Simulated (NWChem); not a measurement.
# Setting up CH2InN (SMILES N#[C][InH2]) in NWChem

The species is CH2InN (5 atoms), meant as a singlet with charge 0. As SMILES, `N#[C][InH2]`. Geometry: relaxed at PBE0-D4/def2-TZVP.

```jsonl
{"atom": "N", "x (Å)": "0.1449", "y (Å)": "-1.9125", "z (Å)": "1.5920"}
{"atom": "C", "x (Å)": "0.0822", "y (Å)": "-1.0314", "z (Å)": "0.8489"}
{"atom": "In", "x (Å)": "-0.0336", "y (Å)": "0.5993", "z (Å)": "-0.5260"}
{"atom": "H", "x (Å)": "-1.0228", "y (Å)": "0.3060", "z (Å)": "-1.8819"}
{"atom": "H", "x (Å)": "0.8793", "y (Å)": "1.9651", "z (Å)": "-0.0744"}
```

Settings wanted:

```
task                      : excited
method                    : TDA
functional                : PBE0
basis set                 : def2-SVP
core potential            : def2-SVP
integral approximation    : none
reference                 : RKS
relativity                : none
integration grid          : lebedev 99 14
SCF convergence threshold : 1e-08
iteration cap             : 100
number of roots           : 4
states                    : singlet
module                    : tddft
```

Question: Write the NWChem 7.3.0 input and the command.

Answer: This one ran through:

ch2inn.nw:
```
echo
start ch2inn
title "CH2InN excited"
memory stack 880 mb heap 220 mb global 1100 mb
charge 0

geometry units atomic noautosym nocenter noautoz
   N    0.27382132  -3.61410121   3.00844399
   C    0.15533549  -1.94906352   1.60418851
   In  -0.06349480   1.13251287  -0.99399594
   H   -1.93281188   0.57825619  -3.55627559
   H    1.66163618   3.71350081  -0.14059562
end

basis spherical bse
   * library def2-SVP
end

ecp bse
   In library def2-SVP
end

dft
   xc pbe0
   grid lebedev 99 14
   convergence energy 1e-08
   iterations 100
   mulliken
   print low
end

tddft
   cis
   nroots 4
   notriplet
end

task tddft
```

```bash
$ nwchem ch2inn.nw > ch2inn.out
```

Calculated total energy: -283.95454 Eh.
